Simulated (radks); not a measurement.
K, 19 electrons, occupied as [Ar] 4s1.

Calculated with a radial shooting solver on a logarithmic mesh with Libxc functionals: non-relativistic Kohn-Sham, exchange-only PBE, spin-unpolarised, spherical densities, point nucleus.

Energy parts (hartree):
| part | energy |
|---|---|
| total | -598.97180 |
| kinetic | 598.97180 |
| electron-nucleus | -1422.72190 |
| Hartree | 257.22073 |
| exchange | -32.44243 |

Orbitals (lengths in bohr, moments of r in powers of bohr; <r^-3> diverges for s and p1/2):
1s: occ. 2; eigenvalue (hartree) -128.7970; <r^2> 0.008932; <1/r> 18.54; <r^4> 0.0002048
2s: occ. 2; eigenvalue (hartree) -12.83740; <r^2> 0.1804; <1/r> 3.764; <r^4> 0.05800
2p: occ. 6; eigenvalue (hartree) -10.24843; <r^2> 0.1531; <1/r> 3.689; <r^-3> 152.1; <r^4> 0.04917
3s: occ. 2; eigenvalue (hartree) -1.24737; <r^2> 1.890; <1/r> 1.091; <r^4> 5.981
3p: occ. 6; eigenvalue (hartree) -0.65453; <r^2> 2.489; <1/r> 0.9511; <r^-3> 14.11; <r^4> 11.61
4s: occ. 1; eigenvalue (hartree) -0.07027; <r^2> 31.34; <1/r> 0.2505; <r^4> 1754

The highest occupied level is 4s at -1.912 eV. Virial ratio -V/T = 2.00000. Summed over all electrons, <r^2> = 51.35 bohr^2, which gives a Langevin (diamagnetic) susceptibility term of -40.7 x 10^-6 cm^3/mol. The density falls to 0.001 e/bohr^3 at r = 4.34 bohr.
